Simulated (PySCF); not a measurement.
`CO/C=C(/C=C)C(=C)C`, C$_{8}$H$_{12}$O

Geometry:
```csv
atom,x (Å),y (Å),z (Å)
C1,-2.062,2.128,-0.092
C2,-0.778,1.883,0.146
C3,-0.144,0.578,0.095
C4,1.146,0.467,0.449
O5,1.826,-0.711,0.424
C6,3.177,-0.639,0.807
C7,-0.926,-0.608,-0.335
C8,-1.435,-0.693,-1.554
C9,-1.096,-1.681,0.697
H10,-2.465,3.124,-0.030
H11,-2.749,1.343,-0.360
H12,-0.121,2.700,0.420
H13,1.714,1.338,0.762
H14,3.584,-1.642,0.691
H15,3.278,-0.325,1.852
H16,3.736,0.054,0.170
H17,-1.295,0.087,-2.284
H18,-2.001,-1.553,-1.872
H19,-1.698,-2.500,0.311
H20,-0.122,-2.064,0.993
H21,-1.579,-1.270,1.583
```

Computed with GIAO BHandHLYP/pcSseg-1 magnetisability, rotational g tensor and spin-rotation constants, non-relativistic, gas phase (PySCF 2.14.0). Geometry: GFN2-xTB.

Question: How diamagnetic is it, and how anisotropic?

Answer: Isotropic -1323 × 10⁻³⁰ J/T², or -79.7 × 10⁻⁶ cm³/mol; principal values -1495, -1372, -1101 × 10⁻³⁰ J/T², anisotropy 349 × 10⁻³⁰ J/T² (root of half the summed squared differences of the principal values). The susceptibility is in cgs units.

Question: Split it along the inertial axes a, b, c into diamagnetic and paramagnetic parts about the centre of mass, with the quadrupole moment.

Answer: 
| axis | χ (10⁻⁶ cm³/mol) | diamagnetic (10⁻⁶ cm³/mol) | paramagnetic (10⁻⁶ cm³/mol) | summed x² of all electrons (Å²) | quadrupole Θ (D Å) |
| --- | --- | --- | --- | --- | --- |
| a | -82.7 | -659.0 | 576.3 | 251.8 | +7.49 |
| b | -66.5 | -1235.5 | 1169.0 | 115.9 | +0.46 |
| c | -89.8 | -1559.7 | 1469.9 | 39.5 | -7.95 |

Anisotropies 2χaa − χbb − χcc = -9.2 and 2χbb − χaa − χcc = +39.6 × 10⁻⁶ cm³/mol. Θ is traceless in Buckingham's convention.

Question: And the rotational g tensor?

Answer: 
```
axis  rotational constant (GHz)        g  nuclear part  electronic part
   a                     2.3527  -0.0176        0.6193          -0.6370
   b                     1.1098  -0.0146        0.5949          -0.6095
   c                     0.8616  +0.0001        0.5951          -0.5950
```
Asymmetric top; isotopes 12C, 1H, 16O; no vibrational averaging.
